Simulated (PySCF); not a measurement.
F4Se, charge -1, doublet, geometry from GFN2-xTB (a state made from the parent by changing its charge; the spin is typed, not shown lowest) (in this run its highest filled SCF level lies above zero, so its values depend strongly on the basis, on diffuse functions most of all). Base run: B3LYP/STO-3G run with PySCF.

Geometry (Å):
```xyz
5

Se    -0.0003     0.0007     0.1324
F      1.1476     1.5683    -0.1310
F      1.5692    -1.1480    -0.1161
F     -1.1471    -1.5696    -0.1192
F     -1.5687     1.1467    -0.1340
```
Charge -1, spin multiplicity 2.
Orbitals are unrestricted.
All else is at PySCF's defaults.

Variants of this job, named by their change:

```json
[
 {"change": "base", "basis functions": "38", "E (Eh)": "-2768.05211", "HOMO (eV)": "5.81"},
 {"change": "basis = cc-pVDZ-DK; relativity = spin-free X2C; nucleus = Gaussian (with mol.nucmod = 'G')", "basis functions": "83", "E (Eh)": "-2829.54918", "HOMO (eV)": "-1.43"},
 {"change": "basis = cc-pVDZ-DK; relativity = none", "basis functions": "83", "E (Eh)": "-2784.23774", "HOMO (eV)": "-1.41"},
 {"change": "basis = jorge-DZP-DKH; relativity = none", "basis functions": "103", "E (Eh)": "-2794.49860", "HOMO (eV)": "-2.32"},
 {"change": "basis = ANO-RCC-VDZP; relativity = spin-free X2C", "basis functions": "83", "E (Eh)": "-2829.89246", "HOMO (eV)": "-2.57"},
 {"change": "basis = ANO-RCC-VDZP; relativity = none", "basis functions": "83", "E (Eh)": "-2782.58176", "HOMO (eV)": "-2.59"},
 {"change": "basis = jorge-DZP-DKH; relativity = spin-free X2C; nucleus = Gaussian (with mol.nucmod = 'G')", "basis functions": "103", "E (Eh)": "-2829.60579", "HOMO (eV)": "-2.31"},
 {"change": "basis = cc-pVDZ-DK; relativity = spin-free X2C", "basis functions": "83", "E (Eh)": "-2829.56533", "HOMO (eV)": "-1.43"},
 {"change": "basis = jorge-DZP-DKH; relativity = spin-free X2C", "basis functions": "103", "E (Eh)": "-2829.62227", "HOMO (eV)": "-2.31"},
 {"change": "basis = ANO-RCC-VDZP; relativity = spin-free X2C; nucleus = Gaussian (with mol.nucmod = 'G')", "basis functions": "83", "E (Eh)": "-2829.87363", "HOMO (eV)": "-2.57"}
]
```

Absolute energies of different levels of theory aren't comparable as measures of quality.

Open shells are given as the SCF converged; they aren't shown to be the lowest states, and a large step between rows can be another state.

Basis sets contracted for a relativistic Hamiltonian are a mismatch without it, so the rows without relativity aren't non-relativistic limits. No row has spin-orbit coupling; sets with core potentials leave out the core electrons.
